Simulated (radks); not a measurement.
Question: Ir II, configuration [Xe] 4f14 5d5.5 6s1.5 6p1 (fractional occupations, a model configuration). Calculated with a radial shooting solver on a logarithmic mesh with Libxc functionals: non-relativistic Kohn-Sham, r2SCAN, spin-polarised, spherical densities, point nucleus; open shells are filled with parallel spins first (spin-orbit coupling, left out, can overturn this in heavy ions); meta-GGA in the generalised Kohn-Sham scheme; relativity is left out, which matters for an element this heavy. Some entries of the table are withheld. Estimate them.

orbital  occ.  eigenvalue (Ry)  <r> (bohr)
1s up       1        -5098.302     0.01967
1s down     1        -5098.301     0.01967
2s up       1        -848.8162     0.08293
2s down     1        -848.7753     0.08293
2p up       3        -814.7530     0.07013
2p down     3        -814.7229     0.07012
3s up       1        -198.3847      0.2096
3s down     1        -198.3784      0.2096
3p up       3        -182.4573      0.2000
3p down     3        -182.4484      0.2000
3d up       5        -152.8173      0.1751
3d down     5        -152.7938      0.1751
4s up       1        -42.53336      0.4637
4s down     1        -42.50991      0.4638
4p up       3        -35.68777      0.4692
4p down     3        -35.66111      0.4692
4d up       5        -23.18030      0.4809
4d down     5        -23.14515      0.4807
5s up       1         -7.16670       1.077
5s down     1         -6.89710       1.069
4f up       7         -6.65032      0.5220
4f down     7         -6.59961      0.5194
5p up       3              (1)       1.172
5p down     3              (2)       1.161
5d up       5         -1.77296       1.538
5d down   0.5         -1.43952       1.546
6s up       1         -1.13271         (3)
6s down   0.5         -0.91048         (4)
6p up       1         -0.70433       3.323
6p down     0         -0.53316       3.448

Answer: 
(1) 5p up eigenvalue (Ry): -5.05218
(2) 5p down eigenvalue (Ry): -4.75711
(3) 6s up <r> (bohr): 2.790
(4) 6s down <r> (bohr): 2.970
